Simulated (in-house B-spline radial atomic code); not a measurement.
Settings and results of a run for Sr2+ (with a hole in an inner shell). Computed with a B-spline radial code for spherical atoms: Dirac-Kohn-Sham B3LYP, spherical fractional occupations, Fermi nucleus of rms radius 4.224 fm.

In the input, a minus or plus after the letter marks the j = l - 1/2 or j = l + 1/2 subshell.

Command:
```bash
python run_scf.py task.json out
```
Settings (nuclear radius in fm, mass in u):
```
Z                38
configuration    1s2 2s2 2p6 3s2 3p6 3d-3 3d+6 4s2 4p6 5s1
hamiltonian      dirac
method           b3lyp
spin_polarised   False
nucleus          fermi
rms_radius       4.224
atomic_mass      87.90561
speed_of_light   137.035999084
```

Output (hartree, bohr):
```
 radial grid: 79 intervals, B-splines of order 8, outer radius 53.7037 bohr

 iter        energy (Eh)    residual
    1       -3170.346136    4.41e-01
    2       -3172.880198    2.41e-01
    3       -3174.212541    4.14e-02
    4       -3174.264683    1.23e-02
    5       -3174.267724    4.25e-03
    6       -3174.268316    1.26e-03
    7       -3174.268333    8.75e-05
    8       -3174.268333    2.34e-06
    9       -3174.268333    2.94e-07

 total energy                     -3174.26833
 kinetic                            3269.7516
 electron-nucleus                  -7615.9242
 Hartree                            1275.7370
 exact exchange                      -20.2376
 exchange-correlation                -83.5950

 first-order corrections (not in the total)
   Gaunt                             1.9052
   retardation                      -0.1857
   frequency dependence             -0.0097
   self-energy                       1.2779
   Uehling                          -0.1364
   Wichmann-Kroll                    0.0017
   recoil                            0.0142

 orbital      occ     eigenvalue          <r>       <r^2>       <1/r>     <1/r^2>       r_max    small
 1s1/2      2.000      -589.0542    0.0391623  0.00206698     38.9934     3182.14     0.02554  1.91e-02
 2s1/2      2.000       -81.6586     0.172081   0.0349682      8.7855     338.418      0.1452  3.84e-03
 2p1/2      2.000       -74.4058     0.147439   0.0266779     8.75132     109.852      0.1137  3.83e-03
 2p3/2      4.000       -71.8985     0.151629   0.0280884     8.41116     96.5589      0.1171  3.73e-03
 3s1/2      2.000       -13.9626     0.487221    0.272332     2.96503     59.5071      0.4338  9.89e-04
 3p1/2      2.000       -11.3019      0.48555    0.275006     2.85772     18.9195      0.4224  9.37e-04
 3p3/2      4.000       -10.9258     0.495387    0.286056     2.77846     16.7297       0.431  9.10e-04
 3d3/2      3.000        -6.2146     0.484674    0.284681     2.56431     8.44889       0.371  7.95e-04
 3d5/2      6.000        -6.2391     0.486902    0.287011     2.54842     8.31749      0.3731  7.90e-04
 4s1/2      2.000        -2.4459      1.29361     1.89531      1.0445     9.44498       1.151  2.04e-04
 4p1/2      2.000        -1.7229      1.43608     2.35912    0.929811     2.73064       1.246  1.67e-04
 4p3/2      4.000        -1.6717      1.46354     2.44985    0.908904      2.4338       1.269  1.62e-04
 5s1/2      1.000        -0.5992       3.3241     12.3664    0.387711     1.46177       3.009  3.85e-05
```

Cost of the run: 1.1 s on 1 thread of Arm Neoverse V1, with other jobs on the host.

For the Dirac Hamiltonian the kinetic term is c α·p + (β - 1)c².

Caution: exact exchange at fractional occupations of open shells leaves self-interaction of up to several eV.
